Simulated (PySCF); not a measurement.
**SnSe and its ions**

RHF-SCS-MP2; basis Sn def2-SVP with ECP28, Se def2-SVP; scalar-relativistic core potentials; PySCF 2.14. Neutral (RHF): singlet (closed shell), Re = 2.356 Å, ωe = 333 cm⁻¹, De = 4.10 eV.

SnSe⁺ (UHF): doublet (π ↑), Re = 2.515 Å, ωe = 268 cm⁻¹, De = 2.47 eV to Sn⁺ + Se. The energies at the minima are -2613.24515 hartree for SnSe and -2612.92645 for SnSe⁺.

Problem. Work out the adiabatic ionisation energy, without and with harmonic zero-point energies (1 hartree = 27.2114 eV, 1 eV = 8065.5 cm⁻¹), and the change of the bond length.

Solution. At SCS-MP2: 0.31870 hartree = 8.672 eV between the minima; the zero-point term (268.0 − 333.0)/2 cm⁻¹ = -0.004 eV makes it 8.668 eV. Re changes by +15.9 pm against the neutral. The electron leaves a π orbital, and the longer bond of the ion fits a bonding orbital, or a change in how ionic the bond is.

Correlated steps freeze 13 core orbitals. Correlated levels converge slowly with the basis: in double zeta they bind strong bonds too weakly, by up to about 1 eV, and carry superposition errors of some tenths. These are scalar-relativistic numbers at best; spin–orbit coupling would shift them, the dissociation energy most. For an ion De counts to the pair picked by the measured ionisation energies or electron affinities, which need not be the lowest pair at this level. Where the molecule has an RHF reference, its open-shell atoms are computed with UHF. States were picked by a PBE0 search and need not be the measured ground states.

Neutral and ion stand on different kinds of reference determinant, which adds to the error of the difference.
